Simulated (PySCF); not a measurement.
# Frontier levels across methods

Compound: C5H3F3.
Structure used (PBE0-D3(BJ)/def2-SVP), in Å, numbered top down from 1:
```xyz
11
C5H3F3 angstrom
C      3.069    0.202    0.173
C      1.893    0.142    0.463
C      0.513    0.068    0.806
F      0.271    0.155    2.116
C     -0.492   -0.071   -0.067
C     -1.921   -0.141    0.338
F     -2.473   -1.290   -0.120
F     -2.607    0.881   -0.226
H      4.111    0.257   -0.085
H     -0.267   -0.134   -1.133
H     -2.059   -0.096    1.430
```

Basis pcSseg-1 throughout (PySCF), one geometry. The structure is a single PBE0-D3(BJ)/def2-SVP conformer in the gas phase; no vibrational or solvent corrections.

Q: How do the orbital energies, the gap and the dipole change with the method?

A: 
```json
{"method": "BLYP", "kind": "GGA", "HOMO (eV)": "-6.48", "LUMO (eV)": "-2.38", "gap (eV)": "4.10", "μ (D)": "2.41", "SCF cycles": "17"}
{"method": "OPBE", "kind": "GGA", "HOMO (eV)": "-6.61", "LUMO (eV)": "-2.44", "gap (eV)": "4.17", "μ (D)": "2.36", "SCF cycles": "16"}
{"method": "PBE", "kind": "GGA", "HOMO (eV)": "-6.65", "LUMO (eV)": "-2.54", "gap (eV)": "4.11", "μ (D)": "2.40", "SCF cycles": "16"}
{"method": "BP86", "kind": "GGA", "HOMO (eV)": "-6.77", "LUMO (eV)": "-2.65", "gap (eV)": "4.12", "μ (D)": "2.42", "SCF cycles": "15"}
{"method": "B3LYP", "kind": "global hybrid", "HOMO (eV)": "-7.61", "LUMO (eV)": "-1.88", "gap (eV)": "5.72", "μ (D)": "2.59", "SCF cycles": "15"}
{"method": "CAM-B3LYP", "kind": "range-separated hybrid", "HOMO (eV)": "-9.11", "LUMO (eV)": "-0.57", "gap (eV)": "8.54", "μ (D)": "2.65", "SCF cycles": "14"}
{"method": "LC-wPBE", "kind": "range-separated hybrid", "HOMO (eV)": "-10.45", "LUMO (eV)": "0.52", "gap (eV)": "10.98", "μ (D)": "2.63", "SCF cycles": "14"}
```

The HOMO spans 3.97 eV, from BLYP down to LC-wPBE, and the gap runs from 4.10 eV (BLYP) to 10.98 eV (LC-wPBE). The dipole ranges from 2.36 D (OPBE) to 2.65 D (CAM-B3LYP). This basis has no diffuse functions.
